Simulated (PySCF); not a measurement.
Compound: C3H7ClOSi2.
Structure used (GFN2-xTB), in Å, numbered top down from 1:
```
atom  x, y, z in Å
O1     0.083   -2.641    0.639
C2     0.165   -1.511    0.228
C3    -0.988   -0.809   -0.470
C4    -1.158    0.614    0.044
Cl5   -2.341    1.488   -0.988
Si6    0.538    1.548    0.080
Si7    1.749   -0.402    0.395
H8    -0.732   -0.779   -1.534
H9    -1.905   -1.393   -0.360
H10   -1.616    0.590    1.035
H11    0.453    2.574    1.122
H12    0.692    2.231   -1.206
H13    2.395   -0.708    1.670
H14    2.665   -0.801   -0.678
```

Computed, not measured: TDDFT wB97X-D/def2-SVPD, vertical, gas phase, core orbitals frozen in the response (PySCF).

Transition dipole moments from the ground state, in atomic units and in the frame of the coordinates above (overall signs are arbitrary), for the states with f of 0.002 or more among the lowest 8:

```json
{"state": "S2", "E (hartree)": "0.2041", "μx": "-0.181", "μy": "-0.039", "μz": "0.105"}
{"state": "S3", "E (hartree)": "0.2199", "μx": "0.591", "μy": "0.334", "μz": "0.055"}
{"state": "S4", "E (hartree)": "0.2209", "μx": "0.065", "μy": "0.237", "μz": "0.087"}
{"state": "S5", "E (hartree)": "0.2424", "μx": "-0.320", "μy": "-0.175", "μz": "-0.115"}
{"state": "S6", "E (hartree)": "0.2450", "μx": "-0.339", "μy": "0.203", "μz": "-0.189"}
{"state": "S7", "E (hartree)": "0.2472", "μx": "-0.055", "μy": "-0.480", "μz": "0.067"}
{"state": "S8", "E (hartree)": "0.2537", "μx": "-0.520", "μy": "-0.332", "μz": "-0.105"}
```

**Question.** What oscillator strength does each state have?

**Answer.** f = (2/3) ΔE |μ|² with ΔE in hartree (27.2114 eV).

```
state  |μ|² (au)  |μ| (D)      f
   S2      0.045     0.54  0.006
   S3      0.464     1.73  0.068
   S4      0.068     0.66  0.010
   S5      0.146     0.97  0.024
   S6      0.192     1.11  0.031
   S7      0.238     1.24  0.039
   S8      0.392     1.59  0.066
```

**Question.** What angle do the transition dipoles of S5 and S7 make?

**Answer.** |cos θ| = |μa·μb| / (|μa| |μb|) = 0.50, so θ ≈ 60° (taken between 0 and 90°, since the signs are arbitrary).

**Question.** How is the summed strength of these states shared among x, y and z?

**Answer.** (2/3) Σ ΔE μα² gives 0.138 for x, 0.093 for y and 0.014 for z, 0.245 in all.

One conformer stands for the species.
